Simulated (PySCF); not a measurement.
# Assigning NMR signals

Mapped SMILES: `[O:1]=[CH:2][CH2:3][SiH2:4][O:5][C@:6]12[CH2:7][C@H:8]1[CH2:9]2`. Hydrogens are named by the atom that carries them. Ha(C9) is cis to C7 on the ring; Ha(C7) is cis to C9 on the ring; Hb(C9) is trans to C7 on the ring; Hb(C7) is trans to C9 on the ring.

PySCF 2.14.0 with density-fitted response routines calculation with GFN2-xTB geometry and PBE0/pcSseg-1 with gauge-including orbitals; one computed conformer, in vacuum, no relativistic terms, one averaged value for each set of equivalent atoms.

Shifts are taken against calculated references (same method and geometry level): TMS for ¹³C (σref 186.93) and ¹H (σref 31.72).

Task: Assign these signals to the numbered atoms. ¹³C{¹H} NMR (computed): δ 204.3 (CH), 53.1 (C), 38.9 (CH2), 36.0 (CH2), 4.1 (CH).

Result: 
204.3 → C2, aldehyde carbonyl carbon: low-lying n→π* states of the double bond to the heteroatom give a large paramagnetic term (-268 ppm)
53.1 → C6, three-membered-ring carbon: deshielded by the electronegative neighbour
38.9 → C3, sp3 CH2 bonded to Si, α to a carbonyl: the adjacent C=O deshields it moderately
36.0 → C7/C9, three-membered-ring carbon: a saturated carbon with 2 carbon neighbours and no heteroatom attached
4.1 → C8, three-membered-ring carbon

Task: Assign these signals to the numbered atoms. ¹H NMR (400 MHz, computed): δ 10.19 (t, 1H), 4.86 (t, 2H), 2.23 (m, 2H), 1.99 (m, 1H), 1.97 (m, 2H), 0.88 (m, 2H).

Result: 
| δ (ppm) | atoms | environment | reason |
| --- | --- | --- | --- |
| 10.19 | H(C2) | hydrogen on an aldehyde carbonyl carbon | the C=O anisotropy and electron withdrawal place aldehyde protons far downfield |
| 4.86 | H(Si4) | hydrogen on a silicon bonded to C, O | – |
| 2.23 | H(C3) | hydrogen on an sp3 CH2 bonded to Si, α to a carbonyl | α to C=O |
| 1.99 | H(C8) | hydrogen on a three-membered-ring carbon | – |
| 1.97 | Hb(C7)/Hb(C9) | hydrogen on a three-membered-ring carbon | – |
| 0.88 | Ha(C7)/Ha(C9) | hydrogen on a three-membered-ring carbon | cyclopropane-type protons are shielded by the ring |

H(C8) and Hb(C7)/Hb(C9) lie closer than the usual error of such a calculation, so a measured spectrum could show them in the other order.

Shifts are as computed. Against solution values, carbons near 30 ppm lie about +3 ppm off and those near 130 ppm about +5 ppm. Of 1309 compounds with measured shifts, 239 miss one by over three times the rms of a fit or turn the order of signals round; such compounds aren't used in these exercises. No couplings were computed; multiplicities are counted from neighbouring protons, with m where these are inequivalent, close in shift, in a saturated or five-membered ring or joined by F or P, and br s for small geminal =CH2 splittings.
